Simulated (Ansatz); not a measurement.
Computed with Ansatz on PBE0-D4/def2-TZVP structures; ΔE is electronic, products minus reactants. CBS: MP2 limit from def2 TZ/QZ plus the TZ coupled-cluster correction, frozen cores. Functionals use def2-TZVPP. One conformer a species, not always the lowest.

Reaction (formal exchange of groups at a B–O bond): `COB(C)O[SiH3]` + CH₃NH₂ → `COB(C)N` + `CO[SiH3]`

| level | ΔE (kJ/mol) |
| --- | --- |
| PBE-D4 | 37.5 |
| ωB97M-V | 40.2 |
| PBE0 | 38.8 |
| HF/def2-TZVPP | 44.7 |
| SCS-MP2/def2-TZVPP | 42.7 |
| CCSD/def2-TZVPP | 43.7 |
| SCS-MP2/def2-QZVPP | 43.0 |
| MP2/CBS(def2) | 43.1 |

(1) What does CCSD(T)/CBS give? (Estimate.)

Largest T1 diagnostic among the species: 0.012.

## Answers

(1) The calculation gave: +43.6 kJ/mol. The listed levels differ from it by -6.1, -3.4, -4.8, 1.1, -0.9, 0.1, -0.6, -0.5 kJ/mol.
